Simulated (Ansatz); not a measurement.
The molecule HgF, multiplicity 2 (lowest of 2S+1 = 2, 4 at CCSD(T)/def2-TZVPP on PBE0 minima; our sources give no spin for the ground state, which may be another). No spin–orbit coupling.

Constants: fifth-degree fit in 1/R to seven points, most abundant isotopes. In def2 and cc sets the state is the lowest found near the PBE0 minimum, followed along R.

Run with Ansatz (a quantum-chemistry and plane-wave program). Values without a source in brackets are computed. In def2 rows elements past Kr take small-core potentials, without spin–orbit coupling.

Energies at SVWN5/def2-TZVPP:

```tsv
R (Å)	E (hartree)
1.902705	-252.49135524
1.953853	-252.49454255
2.000909	-252.49574444
2.054103	-252.49559479
2.107297	-252.49426027
2.168674	-252.49168597
2.240282	-252.48778267
```

**Question.** With a reduced mass of 17.3650 u, find the minimum, the force constant and the constants.

**Answer.** A fifth-degree polynomial in 1/R puts the minimum at r_e = 2.0212 Å with force constant 221 N/m. Then ω_e = (1/2πc)√(k/μ) = 464 cm⁻¹ and B_e = h/(8π²cμr_e²) = 0.2376 cm⁻¹; the cubic and quartic terms give α_e = 0.0021 and ω_e x_e = 3.6 cm⁻¹.
